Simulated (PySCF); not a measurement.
A structure optimised at B3LYP-D3(BJ)/def2-TZVP, used in a PySCF frequency run:

```
S
H 1 1.3565
H 1 1.3565 2 94.19
S 1 2.0777 2 101.00 3 102.07
H 4 1.3496 1 91.36 2 131.74
```
Charge +1, spin multiplicity 1.

### Question
Write its SMILES, formula and point group.

### Answer
S[SH2+], H₃S₂, Cs

### Question
What are its rotational constants (standard atomic weights)?

### Answer
97.080, 6.6578, 6.5521 GHz
